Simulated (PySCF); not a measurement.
Spinor energies of Pm³⁰⁺ (promethium, charge +30)

Start: [Ar] 3d10 4s2 4p1; 4p1/2 filled at m_j = +1/2. Calculated with PySCF 2.14 in an uncontracted even-tempered set (17 s from 2.8 bohr⁻², ratio 2.8; 13 p from 3.6 bohr⁻², ratio 2.8; 8 d from 6.4 bohr⁻², ratio 2.8; 4 f from 16 bohr⁻², ratio 3): generalised Hartree-Fock with the X2C-1e Hamiltonian and a Gaussian nucleus; one run each with spin-orbit coupling (SO) switched off, then screened by Boettger's factors.

```tsv
spinor shell	electrons	ε, spin-free (eV)	ε, screened SO (eV)	weight of nominal j (screened SO)	rms radius, screened SO (bohr)
1s1/2	2	-46516.4	-46508.1	1.000	0.0264
2s1/2	2	-8583.5	-8580.3	1.000	0.107
2p1/2	2	-7778.2	-8172.7	1.000	0.0917
2p3/2	4	-7778.2	-7605.3	1.000	0.0978
3s1/2	2	-2710.1	-2708.6	1.000	0.274
3p1/2	2	-2449.5	-2533.8	1.000	0.265
3p3/2	4	-2449.5	-2411.2	1.000	0.277
3d3/2	4	-2103.1	-2117.8	1.000	0.247
3d5/2	6	-2103.1	-2091.3	1.000	0.251
4s1/2	2	-1213.9	-1213.3	1.000	0.587
4p1/2	1	-1130.7	-1155.0	1.000	0.583
```

| quantity | spin-free | screened SO |
| --- | --- | --- |
| E (hartree) | -9541.30115 | -9547.37131 |
| M_J | 1/2 | 1/2 |
| ⟨J²⟩ | 1.095 | 0.752 |
| ⟨L²⟩ | 2.007 | 2.029 |
| ⟨S²⟩ | 0.752 | 0.775 |

Each row is a mean over spinors that exchange with the open shell spreads, by up to 4.977 eV (3p1/2).

Breit and QED terms are absent; they matter most for the inner s and p1/2 levels.

Densities and radii are taken from the X2C orbitals without a picture-change correction, which distorts them close to the nucleus.

Without spin-orbit coupling the j labels of p, d and f shells carry no meaning; the spin-free column gives the mean over the occupied spinors of each nl shell, and its ⟨J²⟩ belongs to a mixture of degenerate components.
